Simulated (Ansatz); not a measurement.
`C[C@@]12[C@H]3[C@H]4[C@H]5[C@@H]1[WH-3]4532([C]#[O+])([C]#[O+])[C]#[O+]`. Charge 0, multiplicity 1. Correlated methods include outer-core shells of W, which these sets cover unevenly. W: def2 effective core potential.

```xyz
21

C     1.7676    1.9258   -0.1338
C     0.4953    1.3046    0.3337
C     0.3236    0.4990    1.4915
C    -1.0635    0.1974    1.6359
C    -1.7488    0.8071    0.5548
C    -0.7894    1.4826   -0.2423
W    -0.3194   -0.8462   -0.3104
C     0.2478   -2.5779    0.4884
O     0.5765   -3.5752    0.9498
C     1.2530   -1.2687   -1.4412
O     2.1763   -1.4561   -2.0954
C    -1.7560   -2.0439   -0.9700
O    -2.6152   -2.7021   -1.3481
H     1.8951    2.9106    0.3250
H     2.6303    1.3166    0.1378
H     1.7709    2.0572   -1.2163
H     1.1118    0.2041    2.1682
H    -1.5137   -0.3655    2.4389
H    -2.8127    0.7778    0.3755
H    -0.9978    2.0455   -1.1402
H    -0.6318   -0.6927   -2.0019
```

Problem. Give the diagnostics of a CCSD(T)/def2-TZVPP run (frozen core, Ansatz). (Estimate.)

Solution. The calculation gave: T1 = 0.0171, largest single amplitude 0.025, largest double 0.023, (T) share of the correlation energy 5.5 %, 12 CCSD cycles. The RHF solution is stable towards an unrestricted one. T1 lies under the customary mark of 0.02 for closed shells.
